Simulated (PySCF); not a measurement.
CH8FNSi2, SMILES NC[SiH2][SiH2]F. Atoms are numbered in the order given.

```xyz
13

N     -2.7122     1.0578     1.0206
C     -1.5633     0.1758     0.8737
Si    -0.0926     0.9110    -0.0936
Si     1.6873    -0.5960    -0.3396
F      1.0839    -1.9611    -1.0099
H     -2.4487     1.9196     1.4947
H     -3.0747     1.3327     0.1097
H     -1.8785    -0.7569     0.3757
H     -1.2152    -0.1394     1.8724
H      0.4112     2.1352     0.6131
H     -0.5658     1.3428    -1.4490
H      2.2827    -0.9656     0.9806
H      2.7729    -0.0868    -1.2298
```

Geometry optimised at PBE0-D3(BJ)/def2-SVP. The structure was generated by enumeration, and PubChem lists no compound with its InChIKey, so it may never have been made. One conformer was computed; it need not be the lowest.

The numbers are results of PySCF with HF/pcSseg-1, not measurements.

GIAO shieldings, no solvent; atoms listed in one row are averaged. δ = σ(ref) − σ: ¹⁵N against NH3 (σ = 267.3 ppm); ¹³C against TMS (σ = 192.6 ppm); ²⁹Si against TMS (σ = 393.8 ppm); ¹⁹F against CFCl3 (σ = 238.5 ppm); ¹H against TMS (σ = 31.99 ppm), references at their B3LYP-D3(BJ)/def2-TZVP geometries, non-relativistic.

Computed chemical shifts:
```json
[
 {"nucleus": "¹⁵N", "atoms": "N1", "count": "1", "δ (ppm)": "20.8"},
 {"nucleus": "¹³C", "atoms": "C2", "count": "1", "δ (ppm)": "23.3"},
 {"nucleus": "²⁹Si", "atoms": "Si4", "count": "1", "δ (ppm)": "-2.5"},
 {"nucleus": "²⁹Si", "atoms": "Si3", "count": "1", "δ (ppm)": "-54.5"},
 {"nucleus": "¹⁹F", "atoms": "F5", "count": "1", "δ (ppm)": "-207.8"},
 {"nucleus": "¹H", "atoms": "H12, H13", "count": "2", "δ (ppm)": "5.19"},
 {"nucleus": "¹H", "atoms": "H11", "count": "1", "δ (ppm)": "3.81"},
 {"nucleus": "¹H", "atoms": "H10", "count": "1", "δ (ppm)": "3.51"},
 {"nucleus": "¹H", "atoms": "H8", "count": "1", "δ (ppm)": "2.63"},
 {"nucleus": "¹H", "atoms": "H9", "count": "1", "δ (ppm)": "2.47"},
 {"nucleus": "¹H", "atoms": "H6, H7", "count": "2", "δ (ppm)": "0.43"}
]
```
